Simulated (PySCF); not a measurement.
Compound: C3H6N2SSi.
Atom-mapped SMILES: `[CH3:1][c:2]1[s:3][n:4][n:5][c:6]1[SiH3:7]`

Structure used (GFN2-xTB), in Å, numbered top down from 1:
```xyz
13
C3H6N2SSi angstrom
C     -1.5479   -0.9238    0.2792
C     -0.8953    0.3890    0.0696
S     -1.7623    1.8776    0.0451
N     -0.3526    2.7282   -0.2082
N      0.6586    1.9944   -0.2705
C      0.4405    0.6721   -0.1242
Si     1.8976   -0.5144   -0.1936
H     -0.8403   -1.7258    0.0814
H     -1.8994   -1.0141    1.3078
H     -2.4088   -1.0343   -0.3788
H      1.9611   -1.2331    1.0838
H      3.1014    0.2658   -0.4415
H      1.6430   -1.4812   -1.2676
```

Definitions: NICS(0) = −σiso at the ring centroid; NICS(1) = −σiso and NICS(1)zz = −σzz at ±1 Å along the ring normal z. Level: GIAO PBE0/pcSseg-1 (PySCF, non-relativistic, gas phase) on the GFN2-xTB geometry, one conformer.

Ring bond lengths (Å), with Mayer bond orders in brackets: C2–S3 1.723 (1.26), S3–N4 1.666 (1.10), N4–N5 1.251 (1.57), N5–C6 1.348 (1.24), C6–C2 1.379 (1.39).

What do the NICS probes read (ppm)?

```json
{"ring": "C2–S3–N4–N5–C6", "type": "5-membered ring with 2 N and S; formal bonds all aromatic", "NICS(0)": "-11.5", "NICS(1), two faces": "-13.0 / -12.9", "NICS(1)zz, two faces": "-30.9 / -30.8", "rms pucker (Å)": "0.00", "centre to ring atoms, mean (Å)": "1.25"}
```

What do they say, and how far can they be read as aromaticity?

- C2–S3–N4–N5–C6: mean NICS(1)zz -30.8 ppm, shielded. For a flat ring without four-coordinate atoms the NICS criterion counts such a value as aromatic.

At the first NICS(1) probe listed for ring C2–S3–N4–N5–C6, 1 Å off the ring, what do the in-plane components average?

The isotropic value is a third of the trace: (3 × -13.0 − (-30.9))/2 = -4.1 ppm.

Give the inner angles of the rings and the Hirshfeld charges of the ring atoms.

- C2–S3–N4–N5–C6: C2 107.9° (-0.012 e), S3 91.0° (+0.161 e), N4 113.1° (-0.127 e), N5 116.0° (-0.100 e), C6 111.9° (-0.084 e); sum 540.0° against 540° for a flat convex ring.

What are the shieldings of the ring atoms and their hydrogens in the same run (means over atoms taken as equivalent)?

```json
{"atoms": "C2", "environment": "substituted aromatic carbon", "σ isotropic (ppm)": "12.6", "principal values of the symmetric part, first atom (ppm)": "-79.7, -4.1, 121.7"}
{"atoms": "S3", "environment": "ring sulfur", "σ isotropic (ppm)": "-54.5", "principal values of the symmetric part, first atom (ppm)": "-496.1, 140.5, 192.1"}
{"atoms": "N4", "environment": "pyridine-type nitrogen", "σ isotropic (ppm)": "-194.5", "principal values of the symmetric part, first atom (ppm)": "-508.3, -176.6, 101.3"}
{"atoms": "N5", "environment": "pyridine-type nitrogen", "σ isotropic (ppm)": "-227.6", "principal values of the symmetric part, first atom (ppm)": "-619.3, -204.4, 140.9"}
{"atoms": "C6", "environment": "substituted aromatic carbon", "σ isotropic (ppm)": "36.8", "principal values of the symmetric part, first atom (ppm)": "-22.7, 33.9, 99.2"}
```
